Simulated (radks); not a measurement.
Problem. Ca4+, configuration [Ne] 3s2 3p4. All-electron calculation, Dirac Kohn-Sham, LDA (Slater exchange, Perdew-Wang correlation), spin-unpolarised, spherical densities, finite nucleus; open shells fill j = l - 1/2 first; Fermi nuclear charge, rms radius 3.4776 fm. Program: a radial shooting solver on a logarithmic mesh with Libxc functionals.

Spin-orbit splittings of the eigenvalues, e(l+1/2) - e(l-1/2), with zeta = 2 splitting/(2l+1) and mean radii in bohr:

| shell | occ. | splitting (eV) | zeta (eV) | <r> j=l-1/2 | <r> j=l+1/2 |
|---|---|---|---|---|---|
| 2p | 6 | ? | ? | 0.3257 | 0.3282 |
| 3p | 4 | 0.4708 | 0.3139 | 1.156 | 1.162 |

Estimate the 2p splitting.

Solution. 3.696 eV (zeta = 2.464 eV).
